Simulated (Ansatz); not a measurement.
Geometry optimisation, DFT PBE-D3(BJ), scalar-relativistic, plane waves, PAW (Ansatz).

input.yaml

```yaml
accuracy: low
crystal:
  lattice:
    - [5.048742, 0.0, 0.0]
    - [0.0, 5.048742, 0.0]
    - [0.0, 0.0, 17.1647]
  atoms:
    - { symbol: H, position: [0.4277868, 0.0, 0.0582591] }
    - { symbol: H, position: [0.0722132, 0.0, 0.0582591] }
    - { symbol: H, position: [0.9277868, 0.0, 0.0582591] }
    - { symbol: H, position: [0.5722132, 0.0, 0.0582591] }
    - { symbol: H, position: [0.4277868, 0.5, 0.0582591] }
    - { symbol: H, position: [0.0722132, 0.5, 0.0582591] }
    - { symbol: H, position: [0.9277868, 0.5, 0.0582591] }
    - { symbol: H, position: [0.5722132, 0.5, 0.0582591] }
    - { symbol: C, position: [0.25, 0.0, 0.0952362] }
    - { symbol: C, position: [0.75, 0.0, 0.0952362] }
    - { symbol: C, position: [0.25, 0.5, 0.0952362] }
    - { symbol: C, position: [0.75, 0.5, 0.0952362] }
    - { symbol: C, position: [0.25, 0.25, 0.1472324] }
    - { symbol: C, position: [0.75, 0.25, 0.1472324] }
    - { symbol: C, position: [0.25, 0.75, 0.1472324] }
    - { symbol: C, position: [0.75, 0.75, 0.1472324] }
    - { symbol: C, position: [0.0, 0.25, 0.1992286] }
    - { symbol: C, position: [0.5, 0.25, 0.1992286] }
    - { symbol: C, position: [0.0, 0.75, 0.1992286] }
    - { symbol: C, position: [0.5, 0.75, 0.1992286] }
    - { symbol: C, position: [0.0, 0.0, 0.2512249] }
    - { symbol: C, position: [0.5, 0.0, 0.2512249] }
    - { symbol: C, position: [0.0, 0.5, 0.2512249] }
    - { symbol: C, position: [0.5, 0.5, 0.2512249] }
    - { symbol: C, position: [0.25, 0.0969069, 0.3008908] }
    - { symbol: C, position: [0.75, 0.0969069, 0.3008908] }
    - { symbol: C, position: [0.25, 0.4030931, 0.2799175] }
    - { symbol: C, position: [0.75, 0.4030931, 0.2799175] }
    - { symbol: F, position: [0.2548312, 0.1008423, 0.4121657] }
    - { symbol: F, position: [0.5344482, 0.0705027, 0.4150786] }
basis:
  ecutwfc: 420.0
kpoints:
  mp_grid: { grid: [2, 2, 1] }
hamiltonian:
  xc: pbe
  dispersion: d3bj
  pseudopotentials: { kind: paw, azcp: { folder: soft_1 } }
scf:
  occupations: { method: fermi_dirac, width: 0.05 }
  lower_state_search: "off"
relax:
  f_tol: 0.08
  max_steps: 25
  adjacent_minimum: "off"
  constraints: [{ sites: [0, 1, 2, 3, 4, 5, 6, 7, 8, 9, 10, 11, 12, 13, 14, 15] }]
output:
  write_density: true
  write_potential: true
  elf: true
  volumetric_format: npy
```

Run as:

```bash
$ ansatz run input.yaml --threads 1 --pin off --max-ram 3072MiB --backend cpu --events-out ev --progress --plain --runs-dir out
```

Task: Where does it end, and by what steps?

Result: The forces met the threshold. The threshold is loose, so the end isn't yet a minimum. Limits of this set-up: coarse k mesh, thin slab, slab without dipole correction, low accuracy level. After 11 steps the energy has fallen by 10.194 eV; F30 moved furthest, 1.36 Å. Joined: C25–F29, C26–F30.

```json
{"step": "0", "energy less start (eV)": "0.0000", "largest force component (eV/Å)": "7.027", "accepted": "yes"}
{"step": "1", "energy less start (eV)": "-3.0691", "largest force component (eV/Å)": "4.061", "accepted": "yes"}
{"step": "2", "energy less start (eV)": "-4.5185", "largest force component (eV/Å)": "1.798", "accepted": "yes"}
{"step": "3", "energy less start (eV)": "-5.0276", "largest force component (eV/Å)": "2.147", "accepted": "yes"}
{"step": "4", "energy less start (eV)": "-5.9770", "largest force component (eV/Å)": "3.034", "accepted": "yes"}
{"step": "5", "energy less start (eV)": "-7.3603", "largest force component (eV/Å)": "3.780", "accepted": "yes"}
{"step": "6", "energy less start (eV)": "-9.0928", "largest force component (eV/Å)": "2.681", "accepted": "yes"}
{"step": "7", "energy less start (eV)": "-9.7753", "largest force component (eV/Å)": "2.155", "accepted": "yes"}
{"step": "8", "energy less start (eV)": "-10.0941", "largest force component (eV/Å)": "0.695", "accepted": "yes"}
{"step": "9", "energy less start (eV)": "-10.1868", "largest force component (eV/Å)": "0.185", "accepted": "yes"}
{"step": "10", "energy less start (eV)": "-10.1921", "largest force component (eV/Å)": "0.152", "accepted": "yes"}
{"step": "11", "energy less start (eV)": "-10.1938", "largest force component (eV/Å)": "0.028", "accepted": "yes"}
```

```xyz
30
Lattice="5.0487 0.0000 0.0000 0.0000 5.0487 0.0000 0.0000 0.0000 17.1647" Properties=species:S:1:pos:R:3
H 2.160 0.000 1.000
H 0.365 0.000 1.000
H 4.684 0.000 1.000
H 2.889 0.000 1.000
H 2.160 2.524 1.000
H 0.365 2.524 1.000
H 4.684 2.524 1.000
H 2.889 2.524 1.000
C 1.262 0.000 1.635
C 3.787 0.000 1.635
C 1.262 2.524 1.635
C 3.787 2.524 1.635
C 1.262 1.262 2.527
C 3.787 1.262 2.527
C 1.262 3.787 2.527
C 3.787 3.787 2.527
C 0.000 1.248 3.347
C 2.524 1.248 3.347
C 0.000 3.793 3.490
C 2.524 3.793 3.490
C 0.000 0.076 4.325
C 2.525 0.076 4.326
C 0.000 2.484 4.354
C 2.525 2.483 4.353
C 1.262 0.473 5.132
C 3.787 0.473 5.133
C 1.263 2.063 5.035
C 3.787 2.063 5.034
F 1.263 -0.033 6.411
F 3.787 -0.033 6.412
```

The run took 2.3 min on 1 thread of Arm Neoverse V1, on a shared host, peak memory 0.63 GiB.
